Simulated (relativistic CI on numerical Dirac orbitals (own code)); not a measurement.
## Au²⁺: 5d valence photoemission

Computed with this model: Dirac-Coulomb-Breit CI, orbitals from a KLI potential per configuration, a model potential for QED, valence Slater integrals scaled by 0.8, multiplet model of photoemission in the sudden approximation; configurations [Xe] 4f14 5d9 → [Xe] 4f14 5d8; 80 K; Lorentzian 0.3 eV and Gaussian 0.5 eV FWHM. Energies are those of the free ion, without screening or charge transfer. The energies are binding energies and can lie tens of eV above those of solids. S is read from ⟨S²⟩ = S(S + 1).

Field parameters in Wybourne normalisation: D4h B²₀ = −7Ds, B⁴₀ = 21(Dq − Dt), B⁴₄ = 21√(5/14) Dq. The field is a parameter set, without covalency.

Computed curve for D4h, 10Dq = 16350, Ds = -1500, Dt = 230 cm⁻¹, scaled to 100 at the maximum (points under 2 are left out and the grid is thinned):

(Energy (eV), Intensity): (28.4, 2.1), (28.5, 2.3), (28.7, 2.8), (28.8, 3.2), (28.9, 3.7), (29.1, 5.0), (29.2, 6.1), (29.4, 10.3), (29.5, 14.4), (29.6, 21.1), (29.8, 44.4), (29.9, 58.9), (30.0, 70.8), (30.2, 72.5), (30.3, 63.1), (30.5, 44.7), (30.6, 42.5), (30.7, 45.8), (30.9, 60.1), (31.0, 66.3), (31.1, 70.6), (31.3, 78.1), (31.4, 83.8), (31.6, 95.6), (31.7, 96.8), (31.8, 93.0), (32.0, 75.4), (32.1, 66.2), (32.2, 59.4), (32.4, 55.0), (32.5, 56.7), (32.7, 66.2), (32.8, 73.0), (32.9, 80.1), (33.1, 92.4), (33.2, 96.8), (33.3, 99.5), (33.5, 97.8), (33.6, 92.6), (33.8, 75.7), (33.9, 66.3), (34.0, 57.3), (34.2, 41.1), (34.3, 33.4), (34.4, 26.2), (34.6, 15.8), (34.7, 13.1), (34.9, 11.2), (35.0, 11.1), (35.1, 11.2), (35.3, 10.8), (35.4, 9.9), (35.5, 8.5), (35.7, 5.5), (35.8, 4.3), (36.0, 3.0), (36.1, 2.6), (36.2, 2.4), (36.4, 2.1), (36.5, 2.0)

The ground state has S = 0.50, and the centroid lies at 32.20 eV.
